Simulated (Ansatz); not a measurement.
Consider the substitution at a C–Si bond: `OC(F)(F)[SiH3]` + `N[SiH3]` → `OC(F)(F)N[SiH3]` + SiH₄.

Program: Ansatz. Geometries: PBE0-D4/def2-TZVP. ΔE: electronic, gas phase. CCSD(T)/CBS adds triple-zeta CCSD(T) − MP2 to the extrapolated MP2 energy (def2 sets, frozen cores). This one scheme is used for every species. Functionals use def2-TZVPP. B3LYP here is the variant with VWN-RPA as its local correlation; programs differ in this. Each species was taken in one conformer, which may not be the lowest.

```json
{"level": "PBE-D4", "ΔE (kJ/mol)": "-8.7"}
{"level": "r2SCAN", "ΔE (kJ/mol)": "-14.9"}
{"level": "B3LYP", "ΔE (kJ/mol)": "-8.5"}
{"level": "MP2/def2-TZVPP", "ΔE (kJ/mol)": "-16.5"}
{"level": "SCS-MP2/def2-TZVPP", "ΔE (kJ/mol)": "-16.3"}
{"level": "CCSD(T)/def2-TZVPP", "ΔE (kJ/mol)": "-17.7"}
{"level": "MP2/CBS(def2)", "ΔE (kJ/mol)": "-9.3"}
{"level": "CCSD/CBS(def2)", "ΔE (kJ/mol)": "-10.9"}
```

What does CCSD(T)/CBS give? (Best estimate.)

The calculation gave: -10.5 kJ/mol. The listed levels differ from it by 1.8, -4.4, 2.0, -6.0, -5.8, -7.2, 1.2, -0.4 kJ/mol.

Largest T1 diagnostic among the species: 0.013.

From PBE to PBE0 (25 % exact exchange), in def2-TZVPP and without D4, ΔE moves by −7.0 kJ/mol. In def2-TZVPP, CCSD(T) changes the Hartree–Fock value by +6.9 kJ/mol (the triples alone add +0.4 kJ/mol) and MP2 by +8.1 kJ/mol.
